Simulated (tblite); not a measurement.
C₃H₁₂N₂Si₂.
SMILES with atom numbers: `[CH2:1]=[CH:2][Si@H:3]([NH:4][CH3:5])[NH:6][SiH3:7]` (hydrogens: H8, H9 on C1; H10 on C2; H11 on Si3; H12 on N4; H13, H14, H15 on C5; H16 on N6; H17, H18, H19 on Si7)

Cartesian coordinates in Å at the GFN2-xTB level; atoms count from 1:
```
atom  x, y, z in Å
C1     0.107    2.883    0.345
C2    -0.661    1.841    0.614
Si3   -0.418    0.155   -0.185
N4    -1.738   -0.800    0.373
C5    -1.893   -2.190    0.016
N6     1.004   -0.682    0.359
Si7    2.654   -0.275    0.050
H8    -0.018    3.845    0.822
H9     0.906    2.818   -0.376
H10   -1.447    1.962    1.351
H11   -0.253    0.277   -1.641
H12   -2.633   -0.341    0.454
H13   -0.906   -2.642   -0.046
H14   -2.392   -2.324   -0.950
H15   -2.473   -2.712    0.780
H16    0.850   -1.255    1.173
H17    2.802   -0.135   -1.398
H18    3.060    0.977    0.703
H19    3.439   -1.393    0.578
```

Calculated harmonic vibrations of the isolated species, GFN2-xTB (tblite), most abundant isotopes, no scaling. This tight-binding method is rough: wavenumbers can miss measured ones by several per cent, in bad cases by 10 to 20. Modes of hydrogen on silicon can be 10 to 20 % off. One conformer, not necessarily the lowest.

Harmonic wavenumbers (cm⁻¹): 29.9, 42.9, 87.9, 95.7, 113.6, 131.0, 166.1, 197.4, 236.2, 294.3, 342.8, 367.9, 483.7, 536.0, 569.5, 574.6, 657.2, 683.8, 716.1, 758.6, 762.4, 804.6, 817.5, 830.5, 919.5, 981.6, 1009.6, 1032.3, 1064.5, 1112.0, 1159.2, 1188.4, 1276.1, 1368.7, 1418.9, 1424.3, 1492.2, 1504.6, 1679.1, 2184.1, 2194.2, 2238.0, 2259.8, 2907.7, 2964.3, 3023.2, 3040.3, 3063.4, 3097.0, 3451.8, 3464.1.

A = 1854, B = 1308, C = 809.5 MHz; mass 132.054 u (most abundant isotopes); point group C1, symmetry number 1.

**Question.** What is the zero-point energy?

**Answer.** ½Σν̃ = 31410 cm⁻¹ = 375.74 kJ/mol.

**Question.** Give the ideal-gas entropy at 298.15 K and 1 bar in the rigid-rotor, harmonic-oscillator model (classical rotation).

**Answer.** Translation 169.76, rotation 123.36, vibration 165.69: S = 458.8 J/(mol K).

**Question.** And Cp and H(298.15 K) − H(0)?

**Answer.** Cp = 183.34 J/(mol K), of which vibrations give 150.09 (their classical limit is 51 R = 424.0); H(298.15 K) − H(0) = 34.28 kJ/mol without the zero-point energy, 24.37 from vibrations.

**Question.** Which modes carry the vibrational entropy at 298.15 K?

**Answer.** 29.9 cm⁻¹: 24.42; 42.9 cm⁻¹: 21.42; 87.9 cm⁻¹: 15.51; 95.7 cm⁻¹: 14.81; 113.6 cm⁻¹: 13.42; 131.0 cm⁻¹: 12.26 J/(mol K); the other 45 give 63.84 together.

**Question.** How do the functions run with temperature in this model?

**Answer.** 
```
T (K)  S (J/(mol K))  Cp (J/(mol K))  H − H(0) (kJ/mol)  G − H(0) (kJ/mol)  ln q(vib)
  100          314.5            95.9               6.56             -24.89       3.05
  200          394.7           140.2              18.38             -60.56       6.76
  300          459.9           184.1              34.62            -103.36      10.16
  500          571.6           254.8              78.96            -206.86      16.44
  800          707.2           321.4             166.25            -399.49      24.86
 1000          782.2           350.8             233.61            -548.60      29.89
```

q(vib) and H(0) count from the zero-point level.

Hindered rotation and anharmonicity are outside this model. Other conformers, if any are populated, would add a mixing term that is left out. The structure is chiral; the term R ln 2 for an equal mix with its mirror image is left out.
